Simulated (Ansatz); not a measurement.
Consider the cleavage of the Ga–B bond: `[BH2][GaH][F]` + HBr → `[F][GaH][Br]` + BH₃.

Calculated with Ansatz (gas phase, PBE0-D4/def2-TZVP geometries, no zero-point term in ΔE). CCSD(T)/CBS is the MP2 limit (def2-TZVPP, def2-QZVPP) plus CCSD(T) − MP2 in def2-TZVPP, frozen cores. This one scheme is used for every species. DFT in def2-TZVPP. For Br, Ga outer-core shells are correlated without core-valence functions, which leaves a few kJ/mol of doubt a bond. Scalar relativity is left out up to krypton.

CCSD(T)/CBS gives -136.7 kJ/mol.

Problem. Another level gave -136.8 kJ/mol. Which?
A. LC-ωPBE/def2-TZVPP
B. B2PLYP/def2-TZVPP
C. revPBE-D4/def2-TZVPP
D. CAM-B3LYP-D4/def2-TZVPP

Solution. D. CAM-B3LYP-D4 -136.8, revPBE-D4 -126.4, B2PLYP -141.8, LC-ωPBE -131.7 kJ/mol.

Largest T1 diagnostic among the species: 0.014.

Leaving LDA and LC-ωPBE aside and taking each functional with its dispersion term where it has one, the values, not all of them listed here, spread over 22.0 kJ/mol, from BHLYP-D4 to PBE-D4. LDA lies +5.4 kJ/mol from PBE without D4. At CCSD(T), def2-SVP lies −4.1 kJ/mol from the extrapolated value and def2-TZVPP −1.8 kJ/mol. From PBE to PBE0 (25 % exact exchange), in def2-TZVPP and without D4, ΔE moves by −8.3 kJ/mol.
